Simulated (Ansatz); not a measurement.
A trace of molecular dynamics of C2H5B2N (10 atoms, charge 0, multiplicity 1).

Method: RKS B3LYP-D4/STO-3G in Ansatz 0.2.0.

```json
{"ensemble": "NVE (velocity Verlet)", "starting velocities drawn for": "1000 K", "seed": "526526"}
```

```json
{"time (fs)": "0.0", "T (K)": "1000", "potential energy less start (eV)": "0.000", "conserved less start (meV/atom)": "0.00"}
{"time (fs)": "12.5", "T (K)": "602", "potential energy less start (eV)": "0.413", "conserved less start (meV/atom)": "0.20"}
{"time (fs)": "25.0", "T (K)": "272", "potential energy less start (eV)": "0.755", "conserved less start (meV/atom)": "0.23"}
{"time (fs)": "37.5", "T (K)": "480", "potential energy less start (eV)": "0.539", "conserved less start (meV/atom)": "0.15"}
{"time (fs)": "50.0", "T (K)": "547", "potential energy less start (eV)": "0.470", "conserved less start (meV/atom)": "0.16"}
{"time (fs)": "62.5", "T (K)": "451", "potential energy less start (eV)": "0.570", "conserved less start (meV/atom)": "0.20"}
{"time (fs)": "75.0", "T (K)": "570", "potential energy less start (eV)": "0.446", "conserved less start (meV/atom)": "0.13"}
{"time (fs)": "87.5", "T (K)": "562", "potential energy less start (eV)": "0.456", "conserved less start (meV/atom)": "0.24"}
{"time (fs)": "100.0", "T (K)": "354", "potential energy less start (eV)": "0.670", "conserved less start (meV/atom)": "0.23"}
{"time (fs)": "112.5", "T (K)": "409", "potential energy less start (eV)": "0.613", "conserved less start (meV/atom)": "0.13"}
{"time (fs)": "125.0", "T (K)": "624", "potential energy less start (eV)": "0.390", "conserved less start (meV/atom)": "0.16"}
{"time (fs)": "137.5", "T (K)": "501", "potential energy less start (eV)": "0.518", "conserved less start (meV/atom)": "0.19"}
{"time (fs)": "150.0", "T (K)": "281", "potential energy less start (eV)": "0.746", "conserved less start (meV/atom)": "0.19"}
{"time (fs)": "162.5", "T (K)": "398", "potential energy less start (eV)": "0.624", "conserved less start (meV/atom)": "0.20"}
{"time (fs)": "175.0", "T (K)": "615", "potential energy less start (eV)": "0.400", "conserved less start (meV/atom)": "0.20"}
{"time (fs)": "187.5", "T (K)": "599", "potential energy less start (eV)": "0.416", "conserved less start (meV/atom)": "0.13"}
{"time (fs)": "200.0", "T (K)": "441", "potential energy less start (eV)": "0.581", "conserved less start (meV/atom)": "0.26"}
{"time (fs)": "212.5", "T (K)": "499", "potential energy less start (eV)": "0.521", "conserved less start (meV/atom)": "0.25"}
{"time (fs)": "225.0", "T (K)": "417", "potential energy less start (eV)": "0.604", "conserved less start (meV/atom)": "0.19"}
{"time (fs)": "237.5", "T (K)": "275", "potential energy less start (eV)": "0.752", "conserved less start (meV/atom)": "0.21"}
{"time (fs)": "250.0", "T (K)": "539", "potential energy less start (eV)": "0.478", "conserved less start (meV/atom)": "0.14"}
{"time (fs)": "262.5", "T (K)": "635", "potential energy less start (eV)": "0.379", "conserved less start (meV/atom)": "0.15"}
{"time (fs)": "275.0", "T (K)": "382", "potential energy less start (eV)": "0.642", "conserved less start (meV/atom)": "0.24"}
{"time (fs)": "287.5", "T (K)": "527", "potential energy less start (eV)": "0.492", "conserved less start (meV/atom)": "0.20"}
{"time (fs)": "300.0", "T (K)": "688", "potential energy less start (eV)": "0.324", "conserved less start (meV/atom)": "0.14"}
```

Problem. Is this trajectory sound?

Solution. The conserved energy stayed within 0.36 meV per atom of its start (net change 0.14 meV per atom), so the integration is sound. The temperature averaged 0.51 of the 1000 K drawn at the start: a run that starts near a minimum puts about half its kinetic energy into the potential. A run of 0.3 ps of so small a system gives no equilibrium averages. Limits of this set-up: minimal basis. The time step was 0.5 fs.

Run time: 11 min on 1 CPU thread of a shared host.
